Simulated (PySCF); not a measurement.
# Si⁺: excitation energy

Si⁺ [Ne] 3s2 3p1 (2P) → Si⁺ [Ne] 3s2 3d1 (2D), as a difference of total energies. Calculation: PySCF 2.14, in dyall-av3z; scalar relativity by spin-free X2C-1e. Correlated levels: valence: [Ne] frozen; virtual orbitals above 40 to 60 times the deepest correlated orbital energy dropped. The calculations carry no spin-orbit coupling.

```json
{"method": "UHF", "excitation energy (eV)": "9.103", "error (eV)": "-0.711"}
{"method": "LDA", "excitation energy (eV)": "8.422", "error (eV)": "-1.392"}
{"method": "PBE", "excitation energy (eV)": "8.332", "error (eV)": "-1.482"}
{"method": "PBE0", "excitation energy (eV)": "8.603", "error (eV)": "-1.211"}
{"method": "r2SCAN", "excitation energy (eV)": "8.692", "error (eV)": "-1.122"}
{"method": "TPSSh", "excitation energy (eV)": "8.643", "error (eV)": "-1.171"}
{"method": "LC-wPBE", "excitation energy (eV)": "9.140", "error (eV)": "-0.674"}
{"method": "HSE06", "excitation energy (eV)": "8.583", "error (eV)": "-1.231"}
{"method": "B2PLYP", "excitation energy (eV)": "8.645", "error (eV)": "-1.169"}
{"method": "MP2 (valence)", "excitation energy (eV)": "8.882", "error (eV)": "-0.932"}
{"method": "SCS-MP2 (valence)", "excitation energy (eV)": "8.879", "error (eV)": "-0.935"}
```

Reference: 9.814 eV (measured; NIST levels, between the centres of gravity of the two terms).

Errors of the correlated levels include the incompleteness of this basis and the frozen core.
